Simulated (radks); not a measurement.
The numbers below are computed, except where a source is named.
Ionisation of neutral caesium, [Xe] 6s1, to [Xe] as the strength of local exchange is varied. Level of theory: Dirac Kohn-Sham, Slater X-alpha exchange (alpha = 2/3 is LDA exchange), no correlation, spin-unpolarised, spherical densities, finite nucleus; Fermi nuclear charge, rms radius 4.8041 fm (a radial shooting solver on a logarithmic mesh with Libxc functionals).

alpha,E(Cs) (hartree),exchange (hartree),IE (eV),-e of the level emptied (eV),<r> of it (bohr)
0.57,-7752.3657,-154.3808,3.042,1.327 (6s1/2),6.150
0.667,-7778.6797,-181.2328,3.335,1.588 (6s1/2),5.866
1.024,-7876.2521,-281.5073,4.533,2.715 (6s1/2),5.053
1.025,-7876.5271,-281.7914,4.537,2.718 (6s1/2),5.051
1.047,-7882.5774,-288.0455,4.617,2.796 (6s1/2),5.010

NIST Atomic Spectra Database: 3.894 eV (measured). The Delta-SCF value meets it near alpha = 0.83. Spin polarisation and multiplet splitting are left out, so open shells lie too high by an amount that depends on their filling.

Beside tabulated values, note that spin-unpolarised runs miss the spin-polarisation part of the exchange energy of open shells.
